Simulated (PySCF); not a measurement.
**Core binding energy against partial charge**

C₆H₆OS.
Bonds: C1–C2, C2–S3 (double), C2–C4, C4–C5 (aromatic), C5–C6 (aromatic), C6–C7 (aromatic), C7–O8 (aromatic), C4–O8 (aromatic). Hydrogens: H9, H10, H11 on C1; H12 on C5; H13 on C6; H14 on C7.

Binding energies: delta-SCF UKS SCAN, pcX-2 on the ionised atom, pcseg-1 elsewhere, spin-free X2C (PySCF 2.14.0). Charges: PBE0/pcSseg-1 ground-state density, for the ionised atom.

```json
{"atom": "C5", "environment": "aromatic CH carbon", "C 1s (eV)": "290.65", "Mulliken (e)": "-0.081", "IAO (e)": "-0.163", "Hirshfeld (e)": "-0.057", "ESP (e)": "-0.241"}
{"atom": "C6", "environment": "aromatic CH carbon", "C 1s (eV)": "290.84", "Mulliken (e)": "-0.159", "IAO (e)": "-0.214", "Hirshfeld (e)": "-0.078", "ESP (e)": "-0.154"}
{"atom": "C1", "environment": "methyl carbon", "C 1s (eV)": "290.85", "Mulliken (e)": "-0.148", "IAO (e)": "-0.427", "Hirshfeld (e)": "-0.124", "ESP (e)": "-0.261"}
{"atom": "C2", "environment": "thiocarbonyl carbon", "C 1s (eV)": "291.77", "Mulliken (e)": "-0.399", "IAO (e)": "-0.044", "Hirshfeld (e)": "+0.032", "ESP (e)": "+0.053"}
{"atom": "C7", "environment": "aromatic CH next to a ring oxygen", "C 1s (eV)": "291.94", "Mulliken (e)": "+0.180", "IAO (e)": "+0.038", "Hirshfeld (e)": "+0.031", "ESP (e)": "-0.133"}
{"atom": "C4", "environment": "substituted aromatic carbon", "C 1s (eV)": "292.03", "Mulliken (e)": "+0.316", "IAO (e)": "+0.134", "Hirshfeld (e)": "+0.042", "ESP (e)": "+0.270"}
```

**Question.** How well does each charge scheme correlate with the binding energies over these sites?

**Answer.** Hirshfeld: r = 0.91, slope 8.2 eV per e; IAO: r = 0.84, slope 2.6 eV per e; ESP: r = 0.79, slope 2.4 eV per e; Mulliken: r = 0.45, slope 1.1 eV per e. Hirshfeld charges have the highest r, on only 6 points.

**Question.** The point-charge model writes a binding energy as kq + V + constant, with V the potential of the other atoms' charges at the site. What does it give with the ESP charges?

**Answer.** V = Σ 14.40 eV Å × q/r over all other atoms: +2.88 eV at C5, +1.19 eV at C6, +3.84 eV at C1, -1.22 eV at C2, +1.29 eV at C7, -3.86 eV at C4. Fitting binding energy − V to q gives k = 16.1 eV per e and leaves an rms residual of 0.51 eV, against 0.36 eV for the fit on q alone. The model has no term for differences in relaxation between sites.

Spin contamination (⟨S²⟩ against 0.75 for a pure doublet) is marked for C 1s of C2 (1.00), which makes this value less certain. Geometry: PBE0-D3(BJ)/def2-SVP, one conformer, isolated molecule.

Conformer computed: `[CH3:1][C:2](=[S:3])[c:4]1[cH:5][cH:6][cH:7][o:8]1`: C1–C2–C4–C5 179°.
